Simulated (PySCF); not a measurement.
Al(H)(Me)2(py), C7H12AlN, singlet (GFN2-xTB optimised geometry):

```
21

Al    -0.256     0.482     0.000
H     -0.929     1.900     0.000
C      1.754     0.482     0.000
H      2.230    -0.381    -0.482
H      2.148     0.506     1.022
H      2.165     1.370    -0.495
C     -1.321    -0.976     0.872
H     -2.230    -1.278     0.337
H     -1.668    -0.617     1.849
H     -0.769    -1.900     1.084
C     -0.459    -0.335    -4.694
C     -0.501     0.959    -4.195
C     -0.509     1.137    -2.823
N     -0.479     0.120    -1.977
C     -0.428    -1.117    -2.445
C     -0.418    -1.395    -3.800
H     -0.456    -0.513    -5.759
H     -0.528     1.810    -4.857
H     -0.543     2.112    -2.356
H     -0.396    -1.891    -1.691
H     -0.381    -2.415    -4.149
```

Level of theory: B3LYP/def2-SVP (PySCF).

What are the frontier orbital energies and the dipole moment?

HOMO-2 -8.23 eV, HOMO-1 -6.58 eV, HOMO -6.42 eV, LUMO -2.05 eV, LUMO+1 -1.49 eV; dipole moment 6.55 D.

On the same geometry PBE/def2-SVP (PySCF) gives HOMO-2 -7.05 eV, HOMO-1 -5.52 eV, HOMO -5.42 eV, LUMO -2.77 eV, LUMO+1 -2.26 eV; dipole moment 6.32 D.

Meta-Löwdin charges at B3LYP/def2-SVP: Al1 0.58, H2 -0.22, C3 -0.59, H4 0.08, H5 0.09, H6 0.09, C7 -0.60, H8 0.09, H9 0.10, H10 0.08, C11 -0.05, C12 -0.11, C13 0.05, N14 -0.15, C15 0.04, C16 -0.11, H17 0.12, H18 0.12, H19 0.13, H20 0.13, H21 0.12.
